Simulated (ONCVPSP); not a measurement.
# tungsten (W): excitation energies, all-electron against ONCV

W (Z = 74), optimised norm-conserving Vanderbilt (ONCV), made with ONCVPSP 4.0.1 (PBE, scalar-relativistic). Core [Kr] 4d10 4f14, reference 5s2 5p6 5d3 (charge +3). Waves: 5s: rc 1.50 bohr, ncon 3, nbas 6, qcut 6.9 1/bohr, 3 projectors, debl 3.5 Ha; 5p: rc 1.70 bohr, ncon 4, nbas 8, qcut 7.5 1/bohr, 2 projectors, debl 1 Ha; 5d: rc 1.60 bohr, ncon 4, nbas 7, qcut 5.2 1/bohr, 2 projectors, debl 0.5 Ha. Local part: polynomial inside 1.40 bohr (lpopt 5, dvloc0 0 Ha). Core correction: none.

In the s channel the program set the typed energies aside and used -3.968, 0.250, 3.750 Ha. In the p channel the program set the typed energies aside and used -2.640, 0.250 Ha. In the d channel the program set the typed energies aside and used -1.143, 0.250 Ha.

Energies are relative to the spin-unpolarised reference configuration 5s2 5p6 5d3; without spin polarisation the order of configurations can differ from experiment.

(1) Give the all-electron excitation energy and the error of the potential for: 5s2 5p6 5d4 6s2; 5s2 5p6 5d4 6s1; 5s2 5p6 5d4; 5s1 5p6 5d4 6s2.

Levels in the configuration 5s2 5p6 5d4 6s1:

```
level  all-electron (eV)  pseudo (eV)
   5s            -86.563      -86.490
   5p            -50.716      -50.670
   5d            -11.728      -11.733
   6s            -12.182      -12.200
```

## Answers

(1)

```csv
valence configuration,charge,ΔE all-electron (eV),error AE − PS (meV)
5s2 5p6 5d4 6s2,0,-49.945,+45
5s2 5p6 5d4 6s1,+1,-41.062,+24
5s2 5p6 5d4,+2,-25.382,+2.2
5s1 5p6 5d4 6s2,+1,35.476,-151
```
